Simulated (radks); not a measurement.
Removal energies from the hafnium ion Hf9+, [Kr] 4d10 4f(5/2: 6, 7/2: 6) 5s2 5p(1/2: 2, 3/2: 1), by Delta-SCF beside the eigenvalue of the level emptied. Method: Dirac Kohn-Sham, relativistic LDA (MacDonald-Vosko exchange, VWN5 correlation), spin-unpolarised, spherical densities, finite nucleus; Fermi nuclear charge, rms radius of each element as measured or else 0.836 A^(1/3) + 0.57 fm; computed with a radial shooting solver on a logarithmic mesh with Libxc functionals. Sub-shells are occupied by j as written (lower j first in brackets).

| removed from | final configuration | Delta-SCF (eV) | -eigenvalue (eV) |
|---|---|---|---|
| 5p3/2 | [Kr] 4d10 4f(5/2: 6, 7/2: 6) 5s2 5p(1/2: 2, 3/2: 0) | 174.01 | 164.60 |
| 4f7/2 | [Kr] 4d10 4f(5/2: 6, 7/2: 5) 5s2 5p(1/2: 2, 3/2: 1) | 184.04 | 168.94 |
| 5p1/2 | [Kr] 4d10 4f(5/2: 6, 7/2: 6) 5s2 5p(1/2: 1, 3/2: 1) | 185.56 | 175.65 |
| 4f5/2 | [Kr] 4d10 4f(5/2: 5, 7/2: 6) 5s2 5p(1/2: 2, 3/2: 1) | 186.12 | 170.92 |
